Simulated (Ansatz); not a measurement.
A nudged elastic band was laid between two geometries of C4H10BFO (17 atoms, charge 0, multiplicity 1).

Theory: Ansatz 0.2.0, RHF/def2-SVP.

| Item | Value |
| --- | --- |
| movable images | 7 |
| climbing image | yes |
| spring | 5.0 eV/Å² |
| optimiser | quadratic models (default) |
| start path | IDPP |
| force threshold | 0.05 eV/Å |
| iteration limit | 60 |
| end points | relaxed |

First end point:

```xyz
17
Properties=species:S:1:pos:R:3
C -2.094 0.209 -0.564
C -0.940 0.285 0.433
C 0.330 -0.470 0.020
C 0.957 0.038 -1.273
F -0.038 -1.795 -0.207
B 1.379 -0.456 1.223
O 1.961 0.714 1.538
H -1.861 0.717 -1.502
H -2.983 0.686 -0.148
H -2.341 -0.827 -0.792
H -0.671 1.326 0.624
H -1.281 -0.126 1.388
H 0.267 -0.071 -2.110
H 1.238 1.087 -1.178
H 1.855 -0.535 -1.513
H 1.636 -1.457 1.838
H 2.566 0.678 2.262
```

Last end point:

```xyz
17
Properties=species:S:1:pos:R:3
C -2.042 0.296 -0.519
C -0.889 0.462 0.467
C 0.414 -0.242 0.078
C 1.009 0.230 -1.242
F 0.113 -1.605 -0.080
B 1.484 -0.150 1.267
O 1.892 -1.262 1.883
H -1.839 0.778 -1.476
H -2.950 0.746 -0.114
H -2.243 -0.759 -0.707
H -0.671 1.522 0.617
H -1.204 0.076 1.441
H 0.321 0.056 -2.069
H 1.239 1.296 -1.197
H 1.933 -0.308 -1.462
H 1.930 0.906 1.622
H 1.484 -2.043 1.533
```

Problem. Which bonds break or form, and what moves?

Solution. No bond is made or broken. The dihedral C2–C3–B6–O7 goes from -69 to 116°.

Problem. What energy profile does the band end with?

Solution. The forces met the threshold. The highest image is number 5 of 0 to 8, 13.2 kcal/mol above the first end and 15.8 kcal/mol above the last; the last end lies 2.6 kcal/mol below the first. The profile has 2 maxima (images 3, 5) with wells between them (image 4): this band takes more than one step, which may be the mechanism or a detour left from its start path. A vibrational analysis at the climbing image gives one clearly imaginary mode, 776i cm⁻¹: a first-order saddle point.

```json
{"image": "0", "path coordinate (Å)": "0.00", "energy (kcal/mol)": "0.0", "dihedral C2–C3–B6–O7 (°)": "-69"}
{"image": "1", "path coordinate (Å)": "1.16", "energy (kcal/mol)": "0.6", "dihedral C2–C3–B6–O7 (°)": "-108"}
{"image": "2", "path coordinate (Å)": "2.31", "energy (kcal/mol)": "1.6", "dihedral C2–C3–B6–O7 (°)": "-146"}
{"image": "3", "path coordinate (Å)": "3.47", "energy (kcal/mol)": "2.3", "dihedral C2–C3–B6–O7 (°)": "176"}
{"image": "4", "path coordinate (Å)": "4.63", "energy (kcal/mol)": "1.6", "dihedral C2–C3–B6–O7 (°)": "140"}
{"image": "5", "path coordinate (Å)": "5.79", "energy (kcal/mol)": "13.2", "dihedral C2–C3–B6–O7 (°)": "148"}
{"image": "6", "path coordinate (Å)": "6.28", "energy (kcal/mol)": "3.7", "dihedral C2–C3–B6–O7 (°)": "140"}
{"image": "7", "path coordinate (Å)": "6.77", "energy (kcal/mol)": "-2.1", "dihedral C2–C3–B6–O7 (°)": "129"}
{"image": "8", "path coordinate (Å)": "7.26", "energy (kcal/mol)": "-2.6", "dihedral C2–C3–B6–O7 (°)": "116"}
```

Problem. What is the geometry of the highest image?

Solution. 
```xyz
17
Properties=species:S:1:pos:R:3
C -2.127 0.002 -0.522
C -1.007 0.193 0.498
C 0.390 -0.211 0.024
C 0.890 0.580 -1.182
F 0.319 -1.546 -0.371
B 1.474 -0.109 1.199
O 2.521 -0.966 1.236
H -2.015 0.661 -1.384
H -3.094 0.223 -0.067
H -2.150 -1.026 -0.883
H -0.969 1.235 0.825
H -1.244 -0.394 1.391
H 0.232 0.440 -2.039
H 0.942 1.647 -0.956
H 1.886 0.240 -1.469
H 1.399 0.791 2.001
H 2.534 -1.763 1.737
```

The run took 9.2 min on 2 threads of Arm Neoverse V2, on a shared host, peak memory 0.41 GiB.
